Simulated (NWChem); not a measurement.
System: TiNH2OF; SMILES [O]=[Ti]([NH2])[F]

```xyz
6

Ti     0.1012    -0.1243    -0.0130
O      1.6068     0.4256    -0.1923
F     -0.1690    -1.9032    -0.0558
N     -1.2018     1.2086    -0.3760
H     -2.2152     1.0587    -0.4639
H     -0.9963     2.1812    -0.6325
```
Atoms are numbered in this order, from 1.

All runs: NWChem. Pople sets run with spherical d functions. Coordinates come from a PBE-D3(BJ)/def2-SVP optimisation. Vzz is the largest principal value of the second derivative of the potential at the nucleus (NWChem prints the opposite sign); η is the asymmetry. Non-relativistic.

Task: Order these runs by computing time, cheapest first, and give rough ratios: CAM-B3LYP/def2-TZVP; CAM-B3LYP/6-31G*; Hartree-Fock/def2-SVP.

Result: Hartree-Fock/def2-SVP (1), CAM-B3LYP/6-31G* (5), CAM-B3LYP/def2-TZVP (30). Ratios are rough, from one shared machine; the cheapest took about 10 core-seconds (a rough figure). What differs between the cheapest and the dearest: Vzz Ti1 (a.u.) 1.641 → 1.785; η Ti1 0.05 → 0.20; Vzz O2 (a.u.) 0.442 → 0.467; η O2 0.63 → 0.48.
